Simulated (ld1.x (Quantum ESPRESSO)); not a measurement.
## What one change does to a pseudopotential (boron (B), PAW)

boron, PAW, made with ld1.x (Quantum ESPRESSO) 7.5 (LDA (PZ), scalar-relativistic). Core [He], reference 2s2 2p0.5 (charge +0.5). Waves: 2s (bound): rcut 1.30, rcutus 1.45 bohr; 2s channel at -0.5 Ry: rcut 1.30, rcutus 1.45 bohr; 2p (bound): rcut 2.40, rcutus 2.90 bohr; 2p channel at 0.25 Ry: rcut 2.40, rcutus 2.90 bohr; 3d channel at 0.3 Ry: rc 2.70 bohr. Local part: the d channel. Core correction: Bessel-smoothed model core inside 1.05 bohr. Augmentation charge: PSQ, inside the norm-conserving radii.

All-electron outer shells of the reference configuration (LDA (PZ), scalar-relativistic, ld1.x):

| shell | level (eV) | outermost node (bohr) | outermost maximum (bohr) |
| --- | --- | --- | --- |
| 2s | -14.06 | 0.46 | 1.48 |
| 2p | -8.20 | – | 1.48 |

Change: all radii but the core radius scaled by about 0.78 (s 1.14, p 2.26, d 2.10 bohr, rcut 1.02/1.88/2.10).

Cutoffs: the cutoffs (Ry, on a coarse ladder) from which the occupation-weighted sum of valence levels, in a spherical-Bessel basis at the reference potential, stays within 10 and 1 mRy of its value at 400 Ry; they do not see the model core or the augmentation charge, which bear on the density cutoff. Errors are all-electron minus pseudo energies relative to the spin-unpolarised reference configuration.

What does the change do?

The potential gets harder (6 Ry and 15 Ry → 25 Ry and 30 Ry); a bound ghost appears in s, which as a rule spoils a file; the number of tests with a reliable result goes from 9 to 4 (the test run of the changed file stopped, so its transferability is not established); of the 4 tests that both files solve, the error grows in 3 and shrinks in 1 by more than 15 % and 0.3 meV (median size 0.8 → 8.5 meV). A smaller radius makes the pseudo-wave follow the all-electron one further in, where it bends more sharply, so more plane waves are needed.

| quantity | base | changed |
| --- | --- | --- |
| cutoff, loose | 6 Ry | 25 Ry |
| cutoff, tight | 15 Ry | 30 Ry |
| loose cutoff by channel (10 mRy a level) | s 6 Ry, p 6 Ry | s 21 Ry, p 10 Ry |
| bound ghosts | none | s |
| tests with a reliable result | 9 of 9 | 4 of 9 (the test run stopped) |
| error for 2s2 2p1, meV [ΔE -2.94 eV] | -0.4 | 0.0 |
| error for 2s2 2p0, meV [ΔE 5.38 eV] | -1.2 | -7.4 |
| error for 2s1 2p0, meV [ΔE 30.69 eV] | -11 | -16 |
| error for 2s1 2p2, meV [ΔE 2.74 eV] | +0.4 | -9.6 |
| lowest overlap eigenvalue by channel | s 0.40, p 0.34 | s 0.47, p 1.00 |

 A true bound ghost makes a file unfit for plane-wave use even where its test errors are small: the radial tests pick states by their node count and pass the ghost by.
